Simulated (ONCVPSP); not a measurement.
## Scattering properties, ONCV potential for gadolinium (Gd)

| Property | Result |
| --- | --- |
| Element | Gd |
| Generator | ONCVPSP 4.0.1 |
| Type | optimised norm-conserving Vanderbilt (ONCV) |
| Functional | PBE |
| Relativity | scalar-relativistic |
| Frozen core | [Kr] 4d10 |
| Valence charge | 18 |
| Reference configuration | 4f7 5s2 5p6 5d1 (charge +2) |
| Partial waves | 5s: rc 1.40 bohr, ncon 4, nbas 9, qcut 4.6 1/bohr, 3 projectors, debl 2.9 Ha; 5p: rc 2.05 bohr, ncon 5, nbas 9, qcut 8.2 1/bohr, 3 projectors, debl 0.9 Ha; 5d: rc 3.40 bohr, ncon 4, nbas 9, qcut 5.1 1/bohr, 1 projector; 4f: rc 1.45 bohr, ncon 3, nbas 8, qcut 10.4 1/bohr, 3 projectors, debl 1 Ha |
| Local potential | polynomial inside 1.40 bohr (lpopt 1, dvloc0 4 Ha) |
| Core correction | Teter function, fcfact 2.5, rcfact 1.15 |

In the p channel the program set the typed energies aside and used -1.506, 0.250, 1.150 Ha.

The phase is arctan(r·R′/R) of the radial function R(r), unwrapped; energies in Ha, scanned from -4 to 5 Ha. A pole is an energy at which the radial function vanishes at the test radius. The pseudo phase is shifted by a multiple of π to meet the all-electron one at the reference energy, and phase errors are pseudo minus all-electron; the curves can meet again beyond the range given. Levels narrower than the energy grid can be missing from the lists of poles.

```
channel  radius (bohr)  reference energy (Ha)  poles, all-electron      poles, pseudo  unbroken range about the reference energy with phases within 0.05 rad  phase error 1 Ha above the reference energy (rad)
      s           1.42                  -2.33                 0.77               0.77                                                        the whole range                                             -0.000
      p           2.08                  -1.51                -0.88              -0.88                                                        the whole range                                             +0.000
      d           3.45                  -0.56    -0.41, 1.42, 4.38  -0.41, 1.47, 4.21                                                              below 0.2                                             +0.036
      f           1.47                  -0.83                -0.41              -0.41                                                        the whole range                                             +0.000
```

Phases in the f channel:

```
E (Ha)  all-electron  pseudo
 -3.98         1.241   1.241
 -3.50         1.206   1.206
 -3.02         1.157   1.157
 -2.54         1.082   1.082
 -2.06         0.943   0.943
 -1.58         0.580   0.580
 -1.10        -0.626  -0.627
 -0.62        -1.433  -1.433
 -0.14        -1.694  -1.694
  0.34        -1.854  -1.854
  0.82        -2.013  -2.013
  1.30        -2.229  -2.229
  1.78        -2.592  -2.592
  2.26        -3.178  -3.179
  2.74        -3.758  -3.759
  3.22        -4.106  -4.107
  3.70        -4.299  -4.300
  4.18        -4.417  -4.417
  4.66        -4.495  -4.495
```
